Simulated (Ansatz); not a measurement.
The cluster Mg₃Zn. Charge 0, multiplicity 3. Geometry PBE/def2-TZVP, that of the charge +1 doublet; atoms count from 1.

| atom | x (Å) | y (Å) | z (Å) |
| --- | --- | --- | --- |
| Mg1 | 1.3307 | -0.9925 | -0.1037 |
| Mg2 | 0.4106 | 0.9717 | -2.3784 |
| Mg3 | -0.4891 | -0.7383 | 2.4466 |
| Zn4 | -1.2522 | 0.7591 | 0.0356 |

At PBE0/def2-TZVP a singlet of charge 0 lies 0.47 eV below the triplet at the same geometry. The structure comes from a short search, and lower isomers may exist.

Estimate the Mulliken populations from the PBE0/def2-TZVP orbitals of Ansatz.


```json
{"atom": "Mg1", "charge (e)": "0.00", "spin (α − β)": "0.52", "d electrons": "–"}
{"atom": "Mg2", "charge (e)": "0.03", "spin (α − β)": "0.62", "d electrons": "–"}
{"atom": "Mg3", "charge (e)": "0.03", "spin (α − β)": "0.62", "d electrons": "–"}
{"atom": "Zn4", "charge (e)": "-0.06", "spin (α − β)": "0.24", "d electrons": "10.02"}
```
Mulliken values and Mayer orders depend strongly on the basis.

Where does the spin sit?

Summed by element: Mg 1.76, Zn 0.24, of 2 unpaired in all. Largest on single atoms: Mg2 0.62, Mg3 0.62, Mg1 0.52.

And the Mayer bond orders between bonded heavy atoms (over 0.3)?

Mg1–Zn4 0.49 (3.12 Å); Mg2–Zn4 0.58 (2.94 Å); Mg3–Zn4 0.58 (2.94 Å); Mg1–Mg2 0.68 (3.14 Å); Mg1–Mg3 0.68 (3.14 Å).
